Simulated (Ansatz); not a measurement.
Species: CH4BS2 (charge -1, singlet). It need not be the lowest isomer of its formula. Whether it binds its extra electron was not tested at this geometry. 
Coordinates optimised at B3LYP-D3(BJ)/def2-TZVP (Ansatz, a program for electronic structure):
SMILES: [CH2-]B(S)S
```xyz
8

C     -1.6538     0.4069     0.9285
B     -0.4233     0.1080     0.2509
S      0.5974     1.3091    -0.8045
S      0.3253    -1.6320     0.2385
H     -2.1741     1.3578     0.8321
H     -2.1560    -0.3125     1.5708
H     -0.0224     2.4391    -0.4203
H      1.6302    -1.3001     0.2480
```
Charge -1, spin multiplicity 1.

Basis-set convergence of Hartree-Fock and MP2 correlation energies (hartree) with Ansatz. Cores are frozen in the correlated levels unless marked. Spin-orbit coupling is left out. Non-relativistic.

| basis | functions | E(HF) | E(corr, MP2) |
|---|---|---|---|
| aug-cc-pV(D+d)Z | 146 | -860.01797 | -0.54452 |
| aug-cc-pV(T+d)Z | 294 | -860.05585 | -0.66296 |
| aug-cc-pV(Q+d)Z | 522 | -860.06568 | -0.70497 |

Extrapolating the two largest sets (X = 3 and 4) as X^-3: E(corr) = (64·(-0.70497) - 27·(-0.66296))/37 = -0.7356 Eh, an estimate of the basis-set limit. The largest set recovers 95.8 % of it, the smallest 74.0 %.
